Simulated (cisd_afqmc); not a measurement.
Input (AFQMC/CISD/def2-SVP; cisd_afqmc is a phaseless AFQMC code with CISD trial states that reads the integrals written by Ansatz):

Ansatz 0.2 input:
```python
import cisd_afqmc

open("ham.yaml", "w").write("""\
crystal:
  periodic: [false, false, false]
  atoms:
    - {symbol: C, position_ang: [-1.67323436, -0.00554951, -0.04317373]}
    - {symbol: I, position_ang: [0.27297455, 0.00090536, 0.00704344]}
    - {symbol: H, position_ang: [-2.21653840, 0.93356701, -0.08444468]}
    - {symbol: H, position_ang: [-2.21170666, -0.94825390, -0.02981539]}
basis:
  gaussian:
    orbitals: def2-SVP
total_charge: 1
magnetization: {spin_polarized: false}
correlation: {method: ccsd, electrons: outside_noble_gas, hamiltonian_folder: ham}
""")
rep = cisd_afqmc.ansatz("ham.yaml")
e_ccsd = rep["correlation"]["coupled_cluster"]["energy"]["hartree"]
out = cisd_afqmc.run("ham", e_ccsd, trial="CISD", walkers=200, populations=8, threads=8, dt=0.005, steps=40, early=36, settle=10, least=32,
    cut=5e-5, rank_cut=2e-4, target=0.0004, seconds=1500, seed=1, memory=17280, gpu=False)
```

Output:

```
orbitals 40, occupied [6], factors 227 of 588, rank of the doubles 102 of 204
E(HF) = -335.291602
E(CCSD) on the cut factors = -335.544198, shift to the whole factors -0.000012
Energy of the trial state on the determinant = -335.544147
  tau behind 10.8 of longer steps, mean of the populations' last blocks
   2.0  -335.55634
   4.0  -335.55672
   6.0  -335.55661
   8.0  -335.55716
  10.0  -335.55756
blocks 472 (0 outliers left out), error by blocks joined: 1: 0.00018, 2: 0.00024, 4: 0.00029, 8: 0.00037, 16: 0.00040
E(AFQMC/CISD) = -335.55665 +/- 0.00040
```

 The CCSD(T) runs of this state have a T1 diagnostic of up to 0.042. In a CCSD(T) run of this state the restricted determinant is unstable towards broken spin symmetry.

A triplet may lie lower; no result for it is given here.
